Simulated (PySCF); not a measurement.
## Working out the ionisation energy of Rh⁺

Rh⁺ [Kr] 4d8 (3F) → Rh²⁺ [Kr] 4d7 (4F). Calculation: PySCF 2.14, in x2c-SVPall (6s5p5d1f, 53 functions); the spin-free X2C one-electron Hamiltonian (Gaussian nucleus). Frozen: [Kr]. Energies in hartree (1 hartree = 27.21139 eV):

```csv
part,Rh⁺ (lower),Rh²⁺ (upper)
UHF,-4780.511109,-4779.916263
MP2 opposite-spin,-0.100331,-0.064470
MP2 same-spin,-0.061669,-0.051297
```

**Question.** What does Hartree-Fock give?

**Answer.** (-4779.916263) − (-4780.511109) = 0.594846 hartree = 16.187 eV.

**Question.** What do MP2 and SCS-MP2 (6/5 opposite-spin, 1/3 same-spin) give?

**Answer.** The opposite-spin parts differ by 0.976 eV and the same-spin parts by 0.282 eV. MP2: 16.187 + (0.976) + (0.282) = 17.445 eV. SCS-MP2: 16.187 + 1.2 × (0.976) + (0.282)/3 = 17.452 eV.

Reference: 18.08 eV (semi-empirical (NIST evaluation); NIST Atomic Spectra Database, ionization energies), between the lowest levels; spin-orbit coupling is absent from the calculation.

A double-zeta basis recovers only part of the correlation energy.

What remains against the reference includes basis incompleteness, the frozen core and correlation beyond second order.
